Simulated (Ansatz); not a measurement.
Reaction (redistribution): `[NH2][SbH][OH]` + `[SiH3]CC[SeH]` → `[OH][SbH][CH2][SiH3]` + `NC[SeH]`

Computed with Ansatz on PBE0-D4/def2-TZVP structures; ΔE is electronic, products minus reactants. CCSD(T)/CBS is the MP2 limit (def2-TZVPP, def2-QZVPP) plus CCSD(T) − MP2 in def2-TZVPP, frozen cores. DFT in def2-TZVPP. B3LYP here is the variant with VWN-RPA as its local correlation; programs differ in this. Elements past krypton have def2 core potentials. For Sb, Se outer-core shells are correlated without core-valence functions, which leaves a few kJ/mol of doubt a bond. Scalar relativity is left out up to krypton. Each species was taken in one conformer, which may not be the lowest.

```json
{"level": "r2SCAN-D4", "ΔE (kJ/mol)": "41.7", "difference from CCSD(T)/CBS": "0.5"}
{"level": "B3LYP-D4", "ΔE (kJ/mol)": "40.6", "difference from CCSD(T)/CBS": "-0.6"}
{"level": "ωB97X-V", "ΔE (kJ/mol)": "41.7", "difference from CCSD(T)/CBS": "0.5"}
{"level": "ωB97M-V", "ΔE (kJ/mol)": "40.4", "difference from CCSD(T)/CBS": "-0.8"}
{"level": "B2PLYP", "ΔE (kJ/mol)": "43.7", "difference from CCSD(T)/CBS": "2.5"}
{"level": "PBE", "ΔE (kJ/mol)": "41.0", "difference from CCSD(T)/CBS": "-0.2"}
{"level": "PBE0", "ΔE (kJ/mol)": "39.7", "difference from CCSD(T)/CBS": "-1.5"}
{"level": "B3LYP", "ΔE (kJ/mol)": "44.3", "difference from CCSD(T)/CBS": "3.1"}
{"level": "MP2/def2-TZVPP", "ΔE (kJ/mol)": "40.7", "difference from CCSD(T)/CBS": "-0.5"}
{"level": "SCS-MP2/def2-TZVPP", "ΔE (kJ/mol)": "41.7", "difference from CCSD(T)/CBS": "0.5"}
{"level": "CCSD/def2-TZVPP", "ΔE (kJ/mol)": "39.3", "difference from CCSD(T)/CBS": "-1.9"}
{"level": "CCSD(T)/def2-TZVPP", "ΔE (kJ/mol)": "38.6", "difference from CCSD(T)/CBS": "-2.6"}
{"level": "HF/def2-QZVPP", "ΔE (kJ/mol)": "46.1", "difference from CCSD(T)/CBS": "4.9"}
{"level": "MP2/def2-QZVPP", "ΔE (kJ/mol)": "42.8", "difference from CCSD(T)/CBS": "1.6"}
{"level": "HF/CBS(def2)", "ΔE (kJ/mol)": "46.3", "difference from CCSD(T)/CBS": "5.1"}
{"level": "CCSD/CBS(def2)", "ΔE (kJ/mol)": "41.9", "difference from CCSD(T)/CBS": "0.7"}
{"level": "CCSD(T)/CBS", "ΔE (kJ/mol)": "41.2", "difference from CCSD(T)/CBS": "0"}
```

Largest T1 diagnostic among the species: 0.014.

In def2-TZVPP, CCSD(T) changes the Hartree–Fock value by −5.8 kJ/mol (the triples alone add −0.7 kJ/mol) and MP2 by −3.7 kJ/mol. The D4 term adds −3.7 kJ/mol with B3LYP and −1.8 kJ/mol with PBE0; it sums over pairs of atoms, weighted by their polarisabilities, and B3LYP, whose exchange is more repulsive, gets the larger term.
